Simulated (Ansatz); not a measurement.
Relaxation of C2H7BO2 (12 atoms, charge 0, multiplicity 1), to a largest force component of 0.015 eV/Å in at most 40 steps.

Level of theory: RKS PBE/def2-SVP in Ansatz.

```xyz
12
Properties=species:S:1:pos:R:3:forces:R:3
O -2.148 1.278 -0.174 1.03 0.92 0.86
B -1.502 0.080 0.141 -1.43 0.52 1.14
C -2.137 -0.866 1.228 -0.71 -0.88 -1.70
C -2.544 -2.308 0.620 2.86 2.15 -1.02
O -3.031 -3.105 1.599 -2.01 -1.15 0.96
H -1.832 2.006 0.447 -0.66 -0.97 -1.04
H -0.510 -0.240 -0.391 1.16 -0.24 -0.88
H -1.465 -1.056 2.061 0.48 -0.20 0.58
H -3.081 -0.442 1.584 -0.34 0.37 0.45
H -1.566 -2.737 0.182 -1.03 0.07 0.52
H -3.201 -2.132 -0.259 -0.31 -0.17 -0.03
H -3.983 -2.831 1.712 0.95 -0.42 0.16
```

Problem. Where does it end, and by what steps?

Solution. The forces met the threshold. After 11 steps the energy has fallen by 1.016 eV; H6 moved furthest, 0.61 Å.

```csv
step,energy less start (eV),largest force component (eV/Å),accepted
0,0.0000,2.862,yes
1,-0.2556,1.204,yes
2,-0.3902,0.941,yes
3,-0.5625,1.795,yes
4,-0.7710,2.397,yes
5,-0.9591,0.849,yes
6,-0.8312,2.524,no
7,-1.0065,0.359,yes
8,-1.0126,0.193,yes
9,-1.0138,0.114,yes
10,-1.0159,0.017,yes
11,-1.0161,0.010,yes
```

```xyz
12
Properties=species:S:1:pos:R:3
O -1.618 1.412 -0.011
B -1.387 0.079 0.143
C -2.203 -0.853 1.126
C -2.544 -2.246 0.579
O -3.028 -3.146 1.561
H -2.368 1.724 0.531
H -0.460 -0.353 -0.524
H -1.542 -1.002 2.014
H -3.125 -0.354 1.512
H -1.627 -2.715 0.164
H -3.258 -2.148 -0.278
H -3.839 -2.753 1.934
```

Whether the end is a true minimum wasn't checked by a vibrational analysis.

Run time: 23 s on 2 threads of Arm Neoverse V2, with other jobs on the host, peak memory 0.13 GiB.
